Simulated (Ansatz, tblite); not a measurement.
Removing an electron: Cu₆As⁻. Charge -1, multiplicity 1. Geometry: B3LYP-D4/def2-SVPD. Ansatz, gas phase; energy differences of separate SCF runs; the oxidised species was run as a doublet alone.

```csv
atom,x (Å),y (Å),z (Å)
As1,-1.0488,-1.2496,1.4628
Cu2,1.1325,-0.6060,0.1867
Cu3,0.5113,0.0992,-2.1181
Cu4,0.1012,0.8326,1.8203
Cu5,-0.7640,-1.6215,-0.8965
Cu6,1.1311,1.8570,-0.1720
Cu7,-1.0633,0.6883,-0.2830
```

The xTB rows come from tblite. The structure comes from a short search, and lower isomers may exist.

```
               level  −HOMO (eV)  vertical IE (eV)  −LUMO (eV)  HOMO–LUMO gap (eV)                                                                   remarks
            GFN1-xTB        6.26              8.58        5.39                0.87                                                                         –
            GFN2-xTB        3.62              5.51        1.52                2.10                                                                         –
LDA (SPW92)/def2-SVP       -0.03              1.99       -0.71                0.68  HOMO above zero (-1 singlet), restricted SCF unstable in HF (-1 singlet)
     PBE-D4/def2-SVP       -0.24              1.74       -0.93                0.69  HOMO above zero (-1 singlet), restricted SCF unstable in HF (-1 singlet)
```

  A HOMO above zero means that the electron is unbound at that level or that self-interaction error raises the level; the energy of removing that electron tells which. Raw xTB energy differences between charge states are shifted by several eV; the methods need an empirical correction for them.
